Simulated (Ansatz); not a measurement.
`N=C(S)N[SiH2]F` + `C=N` → `C=N[SiH2]F` + `N=C(N)S`  (ligand exchange at the Si–N bond)

Program: Ansatz. Geometries: PBE0-D4/def2-TZVP. ΔE: electronic, gas phase. CCSD(T)/CBS is the MP2 limit (def2-TZVPP, def2-QZVPP) plus CCSD(T) − MP2 in def2-TZVPP, frozen cores. This one scheme is used for every species. Functionals use def2-TZVPP. One conformer a species, not always the lowest.

```
             level  ΔE (kcal/mol)
         r2SCAN-D4            3.2
           PBE0-D4            3.3
     HF/def2-TZVPP            2.5
   CCSD/def2-TZVPP            4.7
CCSD(T)/def2-TZVPP            4.9
     HF/def2-QZVPP            2.6
      HF/CBS(def2)            2.6
     MP2/CBS(def2)            4.4
```

Task: What does CCSD(T)/CBS give? (Estimate.)

Result: Computed: +4.6 kcal/mol. The listed levels differ from it by -1.4, -1.3, -2.1, 0.1, 0.3, -2.0, -2.0, -0.2 kcal/mol.

Largest T1 diagnostic among the species: 0.014.

In def2-TZVPP, CCSD(T) changes the Hartree–Fock value by +2.4 kcal/mol (the triples alone add +0.3 kcal/mol) and MP2 by +2.2 kcal/mol. The D4 term adds +1.3 kcal/mol with B3LYP and +0.8 kcal/mol with PBE0; it sums over pairs of atoms, weighted by their polarisabilities, and B3LYP, whose exchange is more repulsive, gets the larger term.

B3LYP here is the variant with VWN-RPA as its local correlation; programs differ in this.
